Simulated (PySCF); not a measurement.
Vibration and rotation of GeB

HSE06 constants of GeB, ⁴Σ⁻ (quartet), unpaired electrons σ ↑, π ↑↑ (basis Ge aug-cc-pVDZ-PP with ECP10, B aug-cc-pVDZ; scalar-relativistic core potentials; PySCF 2.14; masses 73.9212 and 11.0093 u):

```
ωe           : 644.6 cm⁻¹
ωexe         : 4.28 cm⁻¹
Be           : 0.44483 cm⁻¹
αe           : 0.00385 cm⁻¹
De to Ge + B : 3.21 eV
```

(1) What force constant and bond length do these constants imply?

(2) Estimate the centrifugal constant D from the Kratzer relation and find the Dunham coefficient a1.

Spin–orbit coupling is left out. The state is the lowest determinant that a PBE0 search found; another state may lie lower at other levels.

Results:

(1) Reduced mass μred = 9.5822 u; k = 5.8918×10⁻⁷·μred·ωe² (u, cm⁻¹, mdyn/Å) = 2.35 mdyn/Å; Re = √(16.8576/(μred·Be)) (u, cm⁻¹, Å) = 1.989 Å.

(2) D = 4Be³/ωe² = 8.47e-07 cm⁻¹; a1 = −1 − αeωe/(6Be²) = -3.09.
